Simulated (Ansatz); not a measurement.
Relaxation of the cluster Na₅H₅ with RKS PBE0-D4/def2-SVP.

```sh
$ ansatz run in.yaml --threads 4 --pin off --events-out ev --progress --plain --max-ram 3916MiB
```

```yaml
crystal:
  periodic: [false, false, false]
  atoms:
    - {symbol: Na, position_ang: [1.968270, 2.059820, 0.342240]}
    - {symbol: Na, position_ang: [-2.824060, -0.533020, -0.262510]}
    - {symbol: Na, position_ang: [2.676220, -1.201900, 0.047540]}
    - {symbol: Na, position_ang: [-0.346160, -2.844440, -0.249250]}
    - {symbol: Na, position_ang: [-1.456570, 2.518010, 0.116910]}
    - {symbol: H, position_ang: [1.550520, -2.726430, -0.144250]}
    - {symbol: H, position_ang: [-2.175350, -2.322100, -0.363420]}
    - {symbol: H, position_ang: [3.207510, 0.610660, 0.279470]}
    - {symbol: H, position_ang: [0.359020, 3.078830, 0.318090]}
    - {symbol: H, position_ang: [-2.959410, 1.360570, -0.084830]}
basis:
  gaussian: {orbitals: def2-SVP}
hamiltonian: {xc: pbe0, dispersion: d4}
scf: {omitted_lower_state_checks: [starts]}
output: {orbitals: {seedname: orbitals}}
relax: {f_tol: 0.02, max_steps: 100}
```

It took 8 s on 4 threads of Arm Neoverse V1 on a shared host.

Positions (Å) and forces (eV/Å) at steps 1, 2, 3 of 3:

```xyz
10
step=1 energy=-22139.8859 eV
Na    1.968    2.060    0.342    0.257    0.340    0.057
Na   -2.824   -0.533   -0.263   -0.435   -0.095   -0.043
Na    2.676   -1.202    0.048    0.380   -0.240   -0.005
Na   -0.346   -2.844   -0.249   -0.028   -0.427   -0.032
Na   -1.457    2.518    0.117   -0.158    0.406    0.027
H     1.551   -2.726   -0.144    0.106   -0.180   -0.009
H    -2.175   -2.322   -0.363   -0.153   -0.164   -0.024
H     3.208    0.611    0.279    0.242    0.068    0.021
H     0.359    3.079    0.318    0.000    0.190    0.017
H    -2.959    1.361   -0.085   -0.210    0.103   -0.009
10
step=2 energy=-22140.2143 eV
Na    2.085    2.199    0.366    0.113    0.117    0.020
Na   -3.012   -0.571   -0.280   -0.173   -0.030   -0.014
Na    2.842   -1.288    0.050    0.148   -0.066    0.006
Na   -0.362   -3.024   -0.266   -0.022   -0.155   -0.020
Na   -1.538    2.683    0.128   -0.078    0.135    0.011
H     1.587   -2.790   -0.147    0.046   -0.077   -0.002
H    -2.221   -2.374   -0.370   -0.048   -0.057   -0.005
H     3.277    0.625    0.284    0.074    0.015    0.004
H     0.364    3.147    0.324    0.004    0.082    0.007
H    -3.020    1.394   -0.089   -0.063    0.036   -0.007
10
step=3 energy=-22140.2749 eV
Na    2.168    2.301    0.369    0.000    0.013    0.000
Na   -3.147   -0.600   -0.281   -0.012   -0.004    0.000
Na    2.926   -1.337    0.072    0.006   -0.010    0.001
Na   -0.369   -3.125   -0.300    0.003   -0.008   -0.002
Na   -1.576    2.761    0.140    0.004    0.011    0.002
H     1.628   -2.868   -0.149    0.003   -0.006    0.000
H    -2.257   -2.412   -0.371   -0.005   -0.001    0.000
H     3.309    0.635    0.285    0.002    0.002    0.000
H     0.377    3.234    0.331    0.002    0.007    0.000
H    -3.059    1.410   -0.096   -0.005   -0.003   -0.001
```

The structure comes from a short search, and lower isomers may exist.
